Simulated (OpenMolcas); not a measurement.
**3d5 along the 23-electron sequence**

```yaml
Program: OpenMolcas
Method: SS-RASPT2, IPEA 0.25 Eh, imaginary shift 0.1 Eh
Basis: ANO-RCC-VTZP
Scalar_Hamiltonian: DKH2, point nucleus
Spin-orbit_coupling: RASSI with atomic mean-field integrals over the reference wave functions, term energies averaged over their components
```

Active space for each ion: 11 electrons in 8 orbitals (RAS1 3p, at most 2 holes; RAS2 3d); closed shells correlated by CASPT2: 3s.

Computed levels in cm-1 above 6S 5/2:

| Level | Fe3+ | Co4+ | Ni5+ | Cu6+ |
| --- | --- | --- | --- | --- |
| 4G 5/2 | 33280 | 38900 | 43150 | 47610 |
| 4G 7/2 | 33310 | 38960 | 43240 | 47750 |
| 4G 11/2 | 33320 | 38970 | 43260 | 47780 |
| 4G 9/2 | 33330 | 38990 | 43290 | 47830 |
| 4P 5/2 | 36850 | 43050 | 47580 | 52340 |
| 4P 3/2 | 36930 | 43180 | 47770 | 52640 |
| 4P 1/2 | 37010 | 43340 | 48000 | 52990 |
| 4D 7/2 | 40260 | 46980 | 52040 | 57410 |
| 4D 1/2 | 40340 | 47130 | 52260 | 57770 |
| weight of 6S in the lowest level (%) | 100 | 100 | 100 | 100 |

Measured, with the error of the calculation in %. Measured levels: Fe3+ from Corliss and Sugar, J. Phys. Chem. Ref. Data 11, 135 (1982); Co4+ from Sugar and Corliss, J. Phys. Chem. Ref. Data 10, 1097 (1981); Ni5+ from Corliss and Sugar, J. Phys. Chem. Ref. Data 10, 197 (1981); Cu6+ from the list in Gamrath, thesis, University of Mons (2023).

```csv
Level,Fe3+,Co4+,Ni5+,Cu6+
4G 11/2,32246 (+3.3),37218 (+4.7),41921 (+3.2),
4P 5/2,35254 (+4.5),40753 (+5.6),45884 (+3.7),50732 (+3.2)
4P 3/2,35333 (+4.5),40891 (+5.6),46104 (+3.6),51067 (+3.1)
4P 1/2,35407 (+4.5),41024 (+5.6),46325 (+3.6),51407 (+3.1)
4D 7/2,38779 (+3.8),44709 (+5.1),50331 (+3.4),55742 (+3.0)
4D 1/2,38897 (+3.7),44908 (+4.9),,56210 (+2.8)
```

4G 5/2 changes by a factor of 1.43 over the same range, with steps per unit of Z of +5620, +4250, +4460 cm-1.

Term energies are means over components that CASPT2 splits; among the terms shown or strongly mixed into the levels shown the widest spread is 64 cm-1 (3d5 4G, Co4+). Active for correlation alone: 3p; no level in the range computed is led by a configuration that opens it, so any true level of that kind is missing. Measured partners are found by configuration, term and J. A level has none where our copy of the source lacks it or the pairing is in doubt (some pairs that miss far off the trend of their configuration count as doubtful), and it then counts in no deviation. Only configurations of the active space appear.
